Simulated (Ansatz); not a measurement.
`O=C(O)[TeH]` and `C[SiH2]C(=O)O` differ in one atom or group.

Ansatz, PBE0-D4/def2-TZVP geometries, multiplicity 1. Each molecule was computed in one conformer, which needn't be the lowest.

Elements past krypton have def2 core potentials.

| property | `O=C(O)[TeH]` |
| --- | --- |
| ideal-gas entropy at 298 K and 1 bar (rigid rotor, harmonic PBE0-D4/def2-TZVP) / J/(mol·K) | 311 |
| HOMO energy (B3LYP/def2-TZVPP) / eV | -6.66 |
| HOMO–LUMO gap (PBE/def2-TZVPP) / eV | 3.91 |
| HOMO energy (PBE0/def2-TZVPP) / eV | -6.87 |
| zero-point energy (PBE0-D4/def2-TZVP) / kJ/mol | 80.7 |
| HOMO–LUMO gap (ωB97M-V/def2-TZVPP) / eV | 9.73 |

(1) Give the same properties after the change, and the shifts. (An estimate is asked.)

Answers

(1) Computed: 
| property | `C[SiH2]C(=O)O` | shift |
| --- | --- | --- |
| ideal-gas entropy at 298 K and 1 bar (rigid rotor, harmonic PBE0-D4/def2-TZVP) / J/(mol·K) | 354 | 43 |
| HOMO energy (B3LYP/def2-TZVPP) / eV | -7.56 | -0.90 |
| HOMO–LUMO gap (PBE/def2-TZVPP) / eV | 4.60 | 0.69 |
| HOMO energy (PBE0/def2-TZVPP) / eV | -7.78 | -0.91 |
| zero-point energy (PBE0-D4/def2-TZVP) / kJ/mol | 204.2 | 123.5 |
| HOMO–LUMO gap (ωB97M-V/def2-TZVPP) / eV | 11.77 | 2.04 |

With PBE0 the HOMO falls by 0.91 eV and the LUMO rises by 0.51 eV, so the gap widens by about 1.42 eV. PBE moves the HOMO by -0.47 eV and ωB97M-V by -1.16 eV. The zero-point energy changes by 123.5 kJ/mol with +15 modes. Modes under 60 cm⁻¹, often nearly free rotors, make the harmonic entropy too high.

B3LYP here is the variant with VWN-RPA as its local correlation; programs differ in this.

Spin–orbit coupling is left out; it splits and shifts lone-pair levels of the heavy atoms by tenths of an eV.
